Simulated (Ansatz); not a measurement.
Frontier orbitals of C₂H₅BS (`CB1CS1`).

Total charge 0; spin multiplicity 1. The structure was optimised at the PBE0-D4/def2-TZVP level. Basis def2-TZVPP, the Gaussian-basis code of Ansatz.

```csv
functional,HOMO (eV),LUMO (eV),gap (eV)
PBE,-6.19,-1.60,4.59
r2SCAN,-6.40,-1.27,5.13
PBE0,-7.33,-0.65,6.68
HSE06 (plane-wave form),-6.93,-1.03,5.90
BHLYP,-8.32,0.45,8.77
ωB97M-V,-9.49,1.40,10.89
HF,-9.92,2.87,12.79
```

A quarter of exact exchange (PBE0) shifts PBE's HOMO by −1.14 eV and its LUMO by +0.95 eV; full exchange at long range (ωB97M-V) shifts them by −3.30 and +3.00 eV. The gap opens from 4.58 to 10.88 eV, since occupied levels lose self-interaction and empty ones feel all the electrons. A positive LUMO is unbound and depends on the basis.
